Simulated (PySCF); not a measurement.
Calculation: B3LYP-D3(BJ)/def2-TZVP (PySCF 2.14.0). Isolated molecules, 0 K electronic values unless said otherwise. One relaxed conformer stands for a flexible species; it need not be the lowest. B3LYP has the VWN-RPA correlation part, as in Gaussian. Excitations are Tamm–Dancoff values on a coarser integration grid. The basis has no diffuse functions, so Rydberg states are missing or too high.

Reference species (SMILES): `O=c1cc1O` (C–C–O–H torsion 0°) (neutral, multiplicity 1).

The S1 excitation (TDA) is 4.97 eV and the LUMO is -0.59 eV. The S1 oscillator strength comes out as 0.001.

Changed species: `C(#C)OC=O`.

Question: What does the change do to the S1 excitation (TDA), LUMO and S1 oscillator strength?

Answer: the S1 excitation (TDA) rises by 0.49 eV, to 5.46 eV; the LUMO decreases by 0.74 eV, to -1.33 eV; the S1 oscillator strength is nearly the same.
